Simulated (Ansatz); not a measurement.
Cost and result for the atomization energy of `O[AsH2]` (5 atoms, 4 bonds).

```
atom    x (Å)    y (Å)    z (Å)
  O1  -0.5423  -0.7562   0.6073
 As2  -0.0212   0.5643  -0.5020
  H3  -1.4984  -0.8247   0.5518
  H4   0.9350   1.2299   0.4858
  H5   1.1269  -0.2132  -1.1429
```

Charge 0, multiplicity 1. Correlated methods include outer-core shells of As, which these sets cover unevenly. Scalar relativity is left out up to krypton. The geometry is a stationary point of PBE0-D4/def2-TZVP. Program: Ansatz. All runs use 2 threads of an Arm Neoverse V1 on a shared host. Times are those of one run each, without the atoms' runs, and a repeat can differ threefold. Electronic energies, without spin–orbit coupling; frozen cores. CCSD(T)/CBS adds CCSD(T) − MP2 in def2-TZVPP to the MP2 limit, and its time is that of the two runs behind it. T1 = 0.012. With those shells the extrapolation isn't a true limit.

CCSD(T)/CBS is a level of theory with its own doubt, some kJ/mol a heavy atom from the limit and from the frozen cores, so smaller differences don't rank the functionals.

| level | functions | wall time | atomization (kcal/mol) | difference from CCSD(T)/CBS | per bond |
| --- | --- | --- | --- | --- | --- |
| revPBE-D4/def2-TZVPP | 121 | 0.9 s | 325.6 | -5.4 | -1.4 |
| BLYP-D4/def2-TZVPP | 121 | 0.9 s | 335.6 | 4.6 | 1.1 |
| CCSD(T)/def2-SVP | 61 | 1 s | 295.7 | -35.3 | -8.8 |
| PBE-D4/def2-TZVPP (with forces) | 121 | 1.1 s | 335.2 | 4.2 | 1.0 |
| PBE0-D4/def2-TZVPP | 121 | 1.1 s | 323.6 | -7.4 | -1.9 |
| B2PLYP/def2-TZVPP | 121 | 1.9 s | 326.3 | -4.7 | -1.2 |
| PBE-QIDH/def2-TZVPP | 121 | 2.1 s | 319.2 | -11.8 | -2.9 |
| r2SCAN-D4/def2-TZVPP (with forces) | 121 | 2.2 s | 329.2 | -1.8 | -0.5 |
| r2SCANh-D4/def2-TZVPP | 121 | 2.2 s | 325.0 | -6.0 | -1.5 |
| ωB97X-V/def2-TZVPP | 121 | 3 s | 334.2 | 3.2 | 0.8 |
| MP2/def2-QZVPP | 236 | 6.5 s | 326.5 | -4.5 | -1.1 |
| CCSD(T)/def2-TZVPP | 121 | 9 s | 320.2 | -10.8 | -2.7 |
| CCSD(T)/CBS(def2) | – | 16 s | 331.0 | 0.0 | 0.0 |

At CCSD(T), def2-SVP lies −35.3 kcal/mol from the extrapolated value and def2-TZVPP −10.9 kcal/mol: correlation converges slowly with the basis, and small sets miss more of it in the bonded molecule than in its fragments. In def2-TZVPP, CCSD(T) changes the Hartree–Fock value by +115.1 kcal/mol (the triples alone add +6.0 kcal/mol) and MP2 by +114.9 kcal/mol; breaking electron pairs costs correlation energy, which Hartree–Fock lacks. From PBE to PBE0 (25 % exact exchange), in def2-TZVPP and without D4, the atomization energy moves by −11.4 kcal/mol: exact exchange takes away binding that semilocal exchange gives to molecules.
